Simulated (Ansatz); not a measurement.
Correlation energies of C₃H₅GaO (`OC#C[CH2][GaH2]`) by basis set

```xyz
10

O     0.098   -1.677    2.685
C     0.174   -0.822    1.697
C     0.294    0.024    0.853
C     0.402    0.996   -0.209
Ga   -0.443    0.400   -1.906
H    -0.373   -2.468    2.399
H     1.447    1.232   -0.440
H    -0.067    1.949    0.062
H    -1.125   -1.010   -2.001
H    -0.407    1.376   -3.140
```

Charge 0, multiplicity 1. Correlated methods include outer-core shells of Ga, which these sets cover unevenly. Scalar relativity is left out up to krypton. Geometry: relaxed with PBE0-D4/def2-TZVP. It is one conformer, not always the lowest. Frozen core, restricted reference, Ansatz 0.2.0.

```tsv
basis	HF (Eh)	MP2 corr.	CCSD corr.	(T)	CCSD(T) total
def2-SVP	-2114.12998	-0.78574	-0.81035	-0.02815	-2114.96848
def2-TZVPP	-2114.60021	-0.93718	-0.95636	-0.04250	-2115.59907
def2-QZVPP	-2114.64905	-1.23425	–	–	–
```
